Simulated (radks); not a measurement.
Values are calculated unless marked as measured or tabulated.
Valence configurations of the terbium ion Tb+ (all share [Xe]). Level of theory: scalar-relativistic Kohn-Sham, PBE, spin-unpolarised, spherical densities, finite nucleus; Fermi nuclear charge, rms radius 5.06 fm (a radial shooting solver on a logarithmic mesh with Libxc functionals). Energies are relative to 4f9 6s1; eigenvalues in eV.

valence,E (eV),e(4f),e(5d),e(6p),e(6s)
4f9 6s1,0.000,-9.383,-,-,-8.738
4f9.5 6s0.5,0.330,-6.060,-,-,-7.985
4f8.5 6s1.5,1.103,-13.306,-,-,-9.535
4f9.5 5d0.5,1.473,-5.401,-5.324,-,-
4f10,1.776,-3.629,-,-,-
4f9 5d1,1.953,-7.724,-5.880,-,-
4f9 6p1,3.367,-10.695,-,-6.103,-
4f8 5d1 6s1,4.682,-15.366,-8.341,-,-9.404
4f8 5d2,5.979,-13.366,-7.056,-,-
4f8 6s1 6p1,7.845,-18.967,-,-7.014,-11.009

NIST lists [Xe] 4f9 6s1 as the ground configuration; this level of theory agrees among the configurations tried. The energies are those of spherical spin-averaged densities, not of single terms.
